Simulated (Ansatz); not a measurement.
Computed with Ansatz.

A structure relaxed at PBE0-D4/def2-TZVP, charge 0, multiplicity 1:

Cartesian coordinates in Å:
```
Al 1.010 1.665 -0.708
Zn -0.235 -0.383 0.165
Zn -1.440 -2.370 1.009
H 0.865 3.120 -0.057
H 2.010 1.610 -1.958
H -2.210 -3.640 1.550
```

Give its formula and SMILES.

AlH3Zn2, `[AlH2][Zn][ZnH]`.

Point group (tolerance 0.08 Å, 0.16 Å for H)?

C2v.

Summarise the bond lengths by kind.

1 × Al–Zn 2.551 Å; 2 × Al–H 1.601 Å; 1 × Zn–Zn 2.473 Å; 1 × H–Zn 1.581 Å.
